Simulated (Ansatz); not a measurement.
Abstraction of H: C2H6Ge + BH2(NH) → C2H5Ge + BH2(NH2)

Species: C2H6Ge `C=[CH][GeH3]`, singlet; BH2(NH), doublet; C2H5Ge `C=[CH][GeH2]`, doublet; BH2(NH2), singlet. A radical takes H: the energy is the difference in strength between the Ge–H bond broken and the N–H bond made.

Shapes, held fixed at every level: PBE0-D4/def2-TZVP. Flexible molecules stand in one conformer, not always the lowest. Programs: Ansatz 0.2.0. The zero-point and thermal change to 298 K, harmonic and unscaled (PBE0-D4/def2-TZVP), is +19.0 kJ/mol.

Q: Estimate ΔH(298 K) of this reaction.

A: B2PLYP/def2-TZVPP gives ΔH(298 K) = -120.2 kJ/mol; the levels span -122.0 to -103.5. The median of the levels is -114.5. No measured value is set beside it here. Spin contamination: C2H5Ge (⟨S²⟩ up to 0.88). Open shells run unrestricted. Relativity is left out for Ge. Outer-core shells of Ge are correlated, in sets that cover them unevenly.

```tsv
level	kind	ΔH(298 K) (kJ/mol)
HF/def2-TZVPP	Hartree–Fock	-103.5
SPW92/def2-TZVPP	LDA	-120.0
PBE-D4/def2-TZVPP	GGA	-113.8
BHLYP-D4/def2-TZVPP	global hybrid	-114.1
r2SCAN0-D4/def2-TZVPP	global hybrid	-115.0
wB97M-V/def2-TZVPP	range-separated hybrid	-122.0
wB97X-V/def2-TZVPP	range-separated hybrid	-113.8
B2PLYP/def2-TZVPP	double hybrid	-120.2
```
